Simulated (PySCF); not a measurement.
This PySCF input asks for the NMR shieldings of SMILES CC#CP(C)CC(F)(F)F, C6H8F3P; the geometry comes from GFN2-xTB.

```python
import basis_set_exchange as bse
import numpy as np
from pyscf import gto, dft
from pyscf.prop import nmr

atoms = """
C     3.494357    0.896614    1.095422
C     2.281648    0.502462    0.417158
C     1.242956    0.169146   -0.094460
P    -0.163957   -0.318466   -1.043896
C    -0.425458   -1.975108   -0.254700
C    -1.388646    0.689713   -0.018801
C    -2.781892    0.502957   -0.550653
F    -2.847502    0.662509   -1.880322
F    -3.277080   -0.719256   -0.293103
F    -3.660667    1.375233   -0.021640
H     3.293403    1.734689    1.762744
H     4.244575    1.197426    0.364248
H     3.882724    0.062859    1.680399
H    -1.364323   -2.403717   -0.600155
H     0.388279   -2.626399   -0.570696
H    -0.427829   -1.905684    0.832366
H    -1.130777    1.746670   -0.120606
H    -1.368569    0.414670    1.038384
"""
names = dict.fromkeys(["C", "P", "F", "H"], "pcSseg-1")
basis = {el: gto.basis.parse(bse.get_basis(n, elements=[el], fmt="nwchem")) for el, n in names.items()}
mol = gto.M(atom=atoms, basis=basis, charge=0, verbose=0)
mf = dft.RKS(mol, xc="PBE0")
mf.grids.level = 2
mf.grids.alignment = dft.numint.BLKSIZE   # the property module wants whole blocks of grid points
mf.conv_tol = 1e-9
mf.kernel()

calc = nmr.RKS(mf)   # GIAO
C = mf.mo_coeff
Co = C[:, mf.mo_occ > 0]
resp = mf.gen_response(singlet=True, hermi=2)
def vind(x):   # induced exchange potential for any number of trial vectors
    d = np.einsum("pi,xij,qj->xpq", C, 2 * x.reshape(-1, C.shape[1], Co.shape[1]), Co, optimize=True)
    return np.einsum("xpq,pi,qj->xij", resp(d - d.transpose(0, 2, 1)), C, Co, optimize=True).ravel()
mo1, _ = nmr.rhf.solve_mo1(calc, with_cphf=vind)
sigma = calc.kernel(mo1)
for i, s in enumerate(sigma):   # ppm
    w = np.linalg.eigvalsh((s + s.T) / 2)
    print("%2d %-2s iso %8.1f  s11 %8.1f  s22 %8.1f  s33 %8.1f" % (i, mol.atom_pure_symbol(i), w.mean(), *w))
```

Q: What are the results?

A: 
```
 0 C  iso    180.8  s11    172.6  s22    172.8  s33    197.0
 1 C  iso     75.3  s11    -12.7  s22     -3.0  s33    241.5
 2 C  iso    102.7  s11     10.2  s22     17.9  s33    280.0
 3 P  iso    406.3  s11    351.2  s22    422.2  s33    445.4
 4 C  iso    167.7  s11    156.7  s22    161.7  s33    184.6
 5 C  iso    142.8  s11    122.7  s22    141.4  s33    164.4
 6 C  iso     51.6  s11     45.9  s22     50.5  s33     58.5
 7 F  iso    247.5  s11    160.9  s22    252.6  s33    328.8
 8 F  iso    248.9  s11    164.3  s22    247.7  s33    334.7
 9 F  iso    239.5  s11    148.9  s22    229.1  s33    340.5
10 H  iso     29.6  s11     24.4  s22     28.2  s33     36.2
11 H  iso     29.6  s11     24.3  s22     27.8  s33     36.7
12 H  iso     29.6  s11     24.4  s22     28.0  s33     36.3
13 H  iso     30.2  s11     25.0  s22     29.1  s33     36.4
14 H  iso     30.3  s11     26.0  s22     27.5  s33     37.4
15 H  iso     30.2  s11     27.1  s22     28.2  s33     35.4
16 H  iso     29.1  s11     24.5  s22     29.7  s33     33.2
17 H  iso     29.3  s11     25.5  s22     29.9  s33     32.5
```

These numbers come from an equivalent density-fitted implementation of the same equations, which agrees with the script to about 0.01 ppm for H and up to a few tenths of a ppm for heavy atoms, so last digits may differ.

Size and cost of the density-fitted run: 217 basis functions, 45 s wall time on 1 thread of an Intel Xeon Platinum 8375C, shared host; peak memory 0.95 GiB.
